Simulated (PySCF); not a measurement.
# MgBi and its ions

r²SCAN; Mg aug-cc-pVDZ, Bi aug-cc-pVDZ-PP with ECP60; scalar-relativistic core potentials (PySCF 2.14). Neutral (UKS): quartet (σ ↑, π ↑↑), Re = 2.955 Å, ωe = 190 cm⁻¹, De = 0.66 eV, HOMO -4.26 eV, LUMO -3.09 eV.

MgBi⁺ (UKS): triplet (π ↑↑), Re = 2.828 Å, ωe = 224 cm⁻¹. The energies at the minima are -414.77148 hartree for MgBi and -414.53355 for MgBi⁺.

Problem. Work out the adiabatic ionisation energy, without and with harmonic zero-point energies (1 hartree = 27.2114 eV, 1 eV = 8065.5 cm⁻¹), and the change of the bond length.

Solution. At r²SCAN: 0.23793 hartree = 6.474 eV between the minima; the zero-point term (224.0 − 190.0)/2 cm⁻¹ = +0.002 eV makes it 6.477 eV. Re changes by -12.7 pm against the neutral. The electron leaves a σ orbital, and the shorter bond of the ion fits an antibonding orbital, or a change in how ionic the bond is.

These are scalar-relativistic numbers at best; spin–orbit coupling would shift them, the dissociation energy most. States were picked by a PBE0 search and need not be the measured ground states.
